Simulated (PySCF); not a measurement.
Electron correlation in Al⁺ (aluminium, charge +1)

[Ne] 3s2, closed-shell 1S. Calculation: PySCF 2.14, in x2c-TZVPall (5s5p2d1f, 37 functions); scalar relativity by spin-free X2C-1e. Frozen: [Ne]; 2 electrons correlated.

Total MP2 correlation energy: -27.12 mhartree.

Same-spin part 0.00 and opposite-spin part -27.12 mhartree; SCS-MP2 scales them by 1/3 and 6/5 to -32.54 mhartree.

With two correlated electrons CCSD is exact within the correlated space (frozen core and kept virtual orbitals).

```tsv
level	correlation energy (mhartree)
CCSD	-39.10
```

Diagnostics: T1 = 0.0081, D1 = 0.0115, largest double amplitude 0.111.

Problem. Is a single reference adequate?

Solution. Mostly. T1 lies below 0.03, but a double amplitude of this size points to a near-degeneracy that CCSD handles and MP2 describes poorly.
